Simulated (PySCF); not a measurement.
## Computed properties of B(I)2(Me) (CH3BI2), SMILES CB(I)I

B(I)2(Me) (CH3BI2), SMILES CB(I)I. Geometry optimised at B3LYP-D3(BJ)/def2-SVP. The def2 effective core potentials stand for the cores of I; spin–orbit coupling is left out. The values are those of a single conformer. All values are computed for the isolated molecule unless a solvent is named; none is compared with measurement here.

**Structure.** The optimised structure has Cs symmetry. All 15 harmonic modes at B3LYP-D3(BJ)/def2-SVP (PySCF) are real, so it is a minimum. With heavy atoms numbered as in [B:1]([I:2])([I:3])[CH3:4], the shortest bond between them is B1–C4 at 1.558 Å and the longest B1–I3 at 2.147 Å.

**Vibrations.** The strongest infrared lines (harmonic, unscaled, degenerate partners summed) lie at 951 cm⁻¹ (182 km/mol, H 56 %, B 26 %, C 19 %), 635 cm⁻¹ (181 km/mol, B 69 %, H 24 %), 1055 cm⁻¹ (85 km/mol, B 61 %, H 22 %, C 17 %). The softest mode is at 55 cm⁻¹ and the zero-point energy is 25.6 kcal/mol.

**Electronic structure.** ωB97X/def2-TZVP (PySCF) places the frontier levels at -9.53 and 0.18 eV, a gap of 9.71 eV, and gives a dipole moment of 1.37 D and a mean polarisability of 90.6 bohr³. PBE/def2-TZVP (PySCF) at the same geometry gives -6.26 and -2.78 eV, so its gap is 6.23 eV narrower. An orbital gap is neither the optical nor the fundamental gap.

**Excitations.** TDA-ωB97X/def2-SVPD (PySCF) has S1 at 4.52 eV (274 nm, f = 0.000, dark); the most intense of the 10 singlets computed lies at 5.29 eV (f = 0.16). T1 (TDA) is at 4.38 eV, 0.14 eV under S1. TDA-PBE/def2-SVPD (PySCF) puts S1 at 3.51 eV. No vertical singlet excitation falls in the visible range (under 3.1 eV).
